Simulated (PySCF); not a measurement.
B(H)(Vi)2, C4H7B, SMILES C(BC=C)=C, singlet (B3LYP/def2-SVP optimised geometry):

```
12

B     -0.691     0.654     0.000
H     -1.241     1.734     0.000
C     -1.567    -0.633     0.001
C     -1.074    -1.887    -0.003
H     -2.660    -0.532     0.004
H     -1.718    -2.775    -0.003
H      0.004    -2.084    -0.007
C      0.860     0.654     0.000
C      1.564     1.803     0.007
H      1.438    -0.281    -0.004
H      2.660     1.831     0.009
H      1.056     2.775     0.011
```

Level of theory: B3LYP/def2-TZVP (PySCF).

Q: What are the frontier orbital energies and the dipole moment?

A: HOMO-2 -8.60 eV, HOMO-1 -8.38 eV, HOMO -7.55 eV, LUMO -2.32 eV, LUMO+1 -0.27 eV; dipole moment 0.94 D.

On the same geometry PBE/def2-TZVP (PySCF) gives HOMO-2 -7.52 eV, HOMO-1 -7.36 eV, HOMO -6.78 eV, LUMO -3.07 eV, LUMO+1 -1.12 eV; dipole moment 0.99 D.

Meta-Löwdin charges at B3LYP/def2-TZVP: B1 0.05, H2 -0.01, C3 -0.19, C4 -0.17, H5 0.11, H6 0.12, H7 0.11, C8 -0.19, C9 -0.17, H10 0.10, H11 0.12, H12 0.12.
